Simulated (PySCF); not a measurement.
# Reading the logs of faulty runs: AlBH6NSi

These are calculations, not measurements. The program is PySCF 2.14.0, an open-source quantum chemistry code, run on an isolated molecule that a program drew, which may never have been made. The molecule is AlBH6NSi (charge 0, doublet), drawn as the SMILES string `[BH2][Al][NH][SiH3]`.

Each row is a Hartree-Fock (HF) and frozen-core CCSD(T) single point in the cc-pV(D+d)Z basis, meant for a local HF minimum. Run 1 is clean. Each other run has one planted mistake out of seven kinds, and not every kind appears here: one electron removed, one electron added, multiplicity raised by two, geometry at a saddle point, minimal basis STO-3G, one bond length entered in bohr, all coordinates scaled. The reference is restricted for singlets and unrestricted otherwise, and also for a bond in bohr. Adding or removing an electron swaps singlet and doublet. Electrons count all cores. HOMO and LUMO are orbital energies over both spins, the gradient is its largest component, and the lowest frequency (negative if imaginary) is given only where the gradient is small. Bond lengths are over the 9 bonds as drawn. T1 is the CCSD diagnostic: over 0.02 (restricted) or 0.045 (unrestricted) a single reference is doubtful.

Geometry of the clean run:
```xyz
10
AlBH6NSi, angstrom
B    -0.6304   -1.8851    2.0421
Al   -1.7360   -0.1651    1.4015
N    -1.3055    0.8710   -0.0022
Si    0.0047    0.7784   -1.1310
H     0.2057   -1.8049    2.9035
H    -0.9335   -2.9916    1.6796
H    -1.9258    1.6464   -0.1789
H     0.8362   -0.3915   -0.7627
H     0.8559    1.9940   -1.1065
H    -0.4662    0.6063   -2.5279
```

```
run  electrons  basis functions  <S^2>  HOMO (eV)  LUMO (eV)  gradient (hartree/bohr)  lowest frequency (cm^-1)  mean bond (Å)  longest bond (Å)      T1  HF (hartree)  CCSD(T) (hartree)                     mistake
  1         45              104  0.805      -7.67       1.13                  4.6e-05                        85         1.5041             2.143  0.0223    -613.47920         -613.94672                    no fault
  2         45              104  3.762      -7.13      -1.30                  4.0e-02                         -         1.5041             2.143  0.0185    -613.37065         -613.82317  multiplicity raised by two
  3         46              104  0.000      -0.40       6.42                  3.2e-02                         -         1.5041             2.143  0.0307    -613.46158         -613.97175          one electron added
  4         45              104  0.807      -7.64       1.16                  9.9e-03                         -         1.4845             2.115  0.0226    -613.47770         -613.94376      all coordinates scaled
  5         45               34  0.792      -4.09       7.40                  3.1e-02                         -         1.5041             2.143  0.0250    -606.17600         -606.36950                           ?
```

**Which mistake was planted in run 5, and what did it cost?**

It has 34 basis functions where the clean run has 104, with the same electrons and geometry. So the mistake is: minimal basis STO-3G. Subtracting run 1 and multiplying by 627.51 kcal/mol a hartree, the energy moved by 4582.8 kcal/mol in HF and 4754.8 kcal/mol in CCSD(T).

Cautions from the logs. Run 3: T1 is over the limit, so its CCSD(T) energy is less reliable.
